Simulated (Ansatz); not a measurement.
The inner images of a band of BrH3Sn + H2Se (8 atoms, charge 0, multiplicity 1) are given out of order.

Computed with RKS PBE-D4/def2-SVP in Ansatz 0.2.0.

Initial state:

```xyz
8
Properties=species:S:1:pos:R:3
Sn -0.318 -0.964 -1.063
Br 2.088 -0.755 -0.274
H -0.288 -2.312 -2.143
H -1.270 -1.277 0.335
H -0.703 0.506 -1.867
H 1.049 1.456 1.013
Se -0.199 2.151 1.436
H -0.360 1.195 2.561
```

Final state:

```xyz
8
Properties=species:S:1:pos:R:3
Sn -0.958 -0.484 -0.612
Br 2.995 0.475 -0.319
H 0.019 -1.867 -0.307
H -2.641 -0.858 -0.487
H -0.595 0.294 -2.102
H 1.780 0.923 0.392
Se -0.384 1.287 1.201
H -0.215 0.231 2.233
```

Q: Put them in order from the first end to the last, with their energies above the first end.
A.
```xyz
8
Properties=species:S:1:pos:R:3
Sn -0.330 -0.883 -1.067
Br 2.067 -0.454 -0.321
H -0.231 -2.494 -1.662
H -1.416 -0.765 0.258
H -0.634 0.296 -2.282
H 0.989 1.570 0.951
Se -0.231 2.007 1.688
H -0.214 0.723 2.434
```
B.
```xyz
8
Properties=species:S:1:pos:R:3
Sn -0.408 -0.670 -0.840
Br 2.188 -0.196 -0.342
H 0.010 -2.327 -1.072
H -1.929 -0.732 0.012
H -0.584 0.322 -2.235
H 1.122 1.341 0.815
Se -0.266 1.686 1.341
H -0.135 0.576 2.321
```
C.
```xyz
8
Properties=species:S:1:pos:R:3
Sn -0.685 -0.522 -0.677
Br 2.504 0.134 -0.255
H 0.111 -2.056 -0.715
H -2.320 -0.823 -0.217
H -0.562 0.362 -2.149
H 1.457 1.007 0.544
Se -0.360 1.418 1.169
H -0.145 0.480 2.299
```
D.
```xyz
8
Properties=species:S:1:pos:R:3
Sn -0.520 -0.578 -0.742
Br 2.319 -0.017 -0.313
H 0.068 -2.199 -0.851
H -2.142 -0.761 -0.120
H -0.556 0.353 -2.187
H 1.236 1.150 0.684
Se -0.282 1.522 1.219
H -0.123 0.529 2.310
```
E.
```xyz
8
Properties=species:S:1:pos:R:3
Sn -0.849 -0.489 -0.640
Br 2.765 0.241 -0.251
H 0.147 -1.887 -0.524
H -2.497 -0.899 -0.349
H -0.622 0.367 -2.115
H 1.629 0.924 0.453
Se -0.391 1.358 1.162
H -0.181 0.384 2.263
```
F.
```xyz
8
Properties=species:S:1:pos:R:3
Sn -0.359 -0.783 -0.963
Br 2.094 -0.311 -0.318
H -0.082 -2.435 -1.354
H -1.678 -0.723 0.149
H -0.614 0.303 -2.271
H 1.053 1.484 0.889
Se -0.250 1.852 1.527
H -0.163 0.612 2.341
```
G.
```xyz
8
Properties=species:S:1:pos:R:3
Sn -0.316 -0.934 -1.090
Br 2.086 -0.640 -0.319
H -0.304 -2.436 -1.943
H -1.302 -0.995 0.316
H -0.653 0.402 -2.120
H 1.008 1.532 1.000
Se -0.227 2.106 1.605
H -0.292 0.965 2.552
```

A: G (+1.1 kJ/mol), A (+5.1 kJ/mol), F (+23.6 kJ/mol), B (+53.4 kJ/mol), D (+72.4 kJ/mol), C (+45.2 kJ/mol), E (+18.4 kJ/mol).

The run took 2.6 min on 2 threads of Arm Neoverse V1, with other jobs on the host, peak memory 0.17 GiB.
